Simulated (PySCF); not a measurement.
PySCF 2.14 output of an unrestricted LDA calculation on a single atom or ion in aug-cc-pwCVTZ-DK3, with the spin-free X2C one-electron Hamiltonian (Gaussian nucleus):

```
SCF conv_tol = 1e-09
number electrons alpha = 25  beta = 24
    P. A. M. Dirac.,  Math. Proc. Cambridge Philos. Soc. 26, 376 (1930)
    F. Bloch.,  Z. Phys. 57, 545 (1929)
    S. H. Vosko, L. Wilk, and M. Nusair.,  Can. J. Phys. 58, 1200 (1980)
cycle= 1 E= -5874.78688017382  delta_E= -0.0315  |g|= 0.104  |ddm|= 1.54
cycle= 2 E= -5874.78644908229  delta_E= 0.000431  |g|= 0.101  |ddm|= 0.175
cycle= 3 E= -5874.78764296837  delta_E= -0.00119  |g|= 0.017  |ddm|= 0.089
cycle= 4 E= -5874.78768830339  delta_E= -4.53e-05  |g|= 0.00092  |ddm|= 0.0188
cycle= 5 E= -5874.78768847618  delta_E= -1.73e-07  |g|= 1.72e-05  |ddm|= 0.0013
cycle= 6 E= -5874.78768847629  delta_E= -1.07e-10  |g|= 1.11e-06  |ddm|= 0.000295
converged SCF energy = -5874.78768847629  <S^2> = 0.75001529  2S+1 = 2.0000153
```

The run itself started from symmetry-adapted Hartree-Fock orbitals and held the occupation by maximum overlap, on a logarithmic radial grid, so the iterations belong to that start.

**Question.** Which element, charge and spin multiplicity is this?

**Answer.** In (indium, neutral), multiplicity 2; the state was [Kr] 4d10 5s2 6s1, 2S determinant (an excited configuration).

The outer electron is Rydberg-like, and this basis confines it to a smaller radius and binds it less than a complete one would.
